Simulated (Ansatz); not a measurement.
Mulliken charges of `[CH3][Al]([Cl])[N]=C=O` from B3LYP/def2-TZVPP in Ansatz (PBE0-D4/def2-TZVP geometry).

```csv
atom,x (Å),y (Å),z (Å),charge (e)
C1,0.690,-1.302,-0.924,-0.428
Al2,0.239,-0.233,0.614,0.574
Cl3,0.832,-0.740,2.554,-0.244
N4,-0.709,1.245,0.451,-0.289
C5,-1.338,2.261,0.499,0.284
O6,-1.952,3.250,0.528,-0.213
H7,1.286,-0.719,-1.633,0.102
H8,1.257,-2.195,-0.654,0.111
H9,-0.215,-1.614,-1.453,0.103
```

Q: By hand: the dipole of these point charges (1 e Å = 4.8032 D).

A: Σ q r = (0.128, -0.289, -0.365) e Å, of length 0.483 e Å = 2.32 D.

Q: How does the dipole of the full density compare? (Estimate.)

A: The calculation gave: (0.192, -0.384, -0.337) e Å, 2.62 D; the point charges give 0.89 times that, at 11° from its direction.

Point charges leave out the atoms' own dipoles, such as those of lone pairs, and Mulliken's split depends on the basis, so the close match here is no proof of good charges.

B3LYP here is the variant with VWN-RPA as its local correlation; programs differ in this.
